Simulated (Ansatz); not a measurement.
Harmonic frequencies (cm⁻¹) at PBE0-D4/def2-TZVP from Ansatz: 974.

Question: Which molecule is it?
A. `[B]Cl`
B. `[S+]#[Ge-]`
C. `O=[Se]` (triplet)
D. `O=[N+][O-]`•

Answer: C.
